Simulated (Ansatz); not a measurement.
Reaction (formal hydrolysis of the Nb–N bond): `[NH]=[Nb]([NH2])([NH2])[F]` + H₂O → `[NH]=[Nb]([NH2])([OH])[F]` + NH₃

Isolated molecules relaxed with PBE0-D4/def2-TZVP in Ansatz; ΔE leaves out vibrations. CBS: MP2 limit from def2 TZ/QZ plus the TZ coupled-cluster correction, frozen cores. This one scheme is used for every species. DFT in def2-TZVPP. Elements past krypton have def2 core potentials. For Nb outer-core shells are correlated without core-valence functions, which leaves a few kJ/mol of doubt a bond. Each species was taken in one conformer, which may not be the lowest.

`[NH]=[Nb]([NH2])([NH2])[F]`:

Z-matrix (Å, degrees):
```
Nb
N 1 1.974
N 1 1.974 2 112.1
N 1 1.745 2 105.3 3 -113.9
F 1 1.897 2 109.9 3 122.5
H 2 1.011 1 124.0 3 -60.2
H 2 1.008 1 125.7 3 113.1
H 3 1.011 1 124.0 2 60.2
H 3 1.008 1 125.8 2 -113.1
H 4 1.009 1 167.4 2 -120.7
```

H₂O:

```xyz
3

O    -0.122    0.030   -0.368
H     0.774   -0.121   -0.061
H    -0.652    0.091    0.429
```

`[NH]=[Nb]([NH2])([OH])[F]`:

```xyz
9

N     1.380   -0.264    0.932
Nb    0.009    0.487    0.160
N    -1.304   -0.969    0.024
O     0.469    1.121   -1.574
F    -0.665    1.919    1.193
H     2.195   -0.577    1.437
H    -2.179   -0.876   -0.475
H    -1.193   -1.909    0.370
H     1.287    1.069   -2.068
```

NH₃:

Cartesian coordinates in Å:
```
N 0.168 0.142 -0.176
H 0.683 -0.251 0.603
H -0.554 0.735 0.215
H -0.298 -0.626 -0.642
```

| species | BHLYP energy (Eh) |
| --- | --- |
| `[NH]=[Nb]([NH2])([NH2])[F]` | -324.12979 |
| H₂O | -76.42312 |
| `[NH]=[Nb]([NH2])([OH])[F]` | -344.02723 |
| NH₃ | -56.54749 |

**Question.** Work out ΔE.

**Answer.** ΔE = (-344.02723) + (-56.54749) − (-324.12979) − (-76.42312) = -0.02181 Eh = -13.7 kcal/mol. CCSD(T)/CBS gives -11.5 kcal/mol.

Largest T1 diagnostic among the species: 0.020, so the coupled-cluster value is less sure than usual.

At CCSD(T), def2-SVP lies −2.1 kcal/mol from the extrapolated value and def2-TZVPP −0.6 kcal/mol. The D4 term adds +0.7 kcal/mol with B3LYP and +0.4 kcal/mol with PBE0; it sums over pairs of atoms, weighted by their polarisabilities, and B3LYP, whose exchange is more repulsive, gets the larger term.

B3LYP here is the variant with VWN-RPA as its local correlation; programs differ in this.
